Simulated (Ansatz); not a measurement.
Start from `[F][AlH][SH]` and change one element to get `[F][InH][SH]`.

Ansatz, PBE0-D4/def2-TZVP geometries, multiplicity 1. Each molecule was computed in one conformer, which needn't be the lowest.

Elements past krypton have def2 core potentials.

```
                                                                                  property  `[F][AlH][SH]`
                                                         HOMO energy (PBE/def2-TZVPP) / eV           -6.87
                                          size of the dipole moment (B3LYP/def2-TZVPP) / D            1.85
                                        size of the dipole moment (ωB97M-V/def2-TZVPP) / D            1.82
                                                        HOMO energy (PBE0/def2-TZVPP) / eV           -8.08
ideal-gas entropy at 298 K and 1 bar (rigid rotor, harmonic PBE0-D4/def2-TZVP) / J/(mol·K)             292
                                                        LUMO energy (PBE0/def2-TZVPP) / eV           -0.97
```

(1) What does the change do to each property? (Best estimate.)

## Answers

(1) Ansatz gave: 
```
                                                                                  property  `[F][InH][SH]`  shift
                                                         HOMO energy (PBE/def2-TZVPP) / eV           -6.67   0.20
                                          size of the dipole moment (B3LYP/def2-TZVPP) / D            2.09   0.24
                                        size of the dipole moment (ωB97M-V/def2-TZVPP) / D            2.11   0.29
                                                        HOMO energy (PBE0/def2-TZVPP) / eV           -7.88   0.20
ideal-gas entropy at 298 K and 1 bar (rigid rotor, harmonic PBE0-D4/def2-TZVP) / J/(mol·K)             317     25
                                                        LUMO energy (PBE0/def2-TZVPP) / eV           -1.55  -0.58
```

With PBE0 the HOMO rises by 0.20 eV and the LUMO falls by 0.58 eV, so the gap narrows by about 0.78 eV. PBE moves the HOMO by 0.20 eV and ωB97M-V by 0.20 eV. Dipoles are sizes alone; their direction can turn.

B3LYP here is the variant with VWN-RPA as its local correlation; programs differ in this.
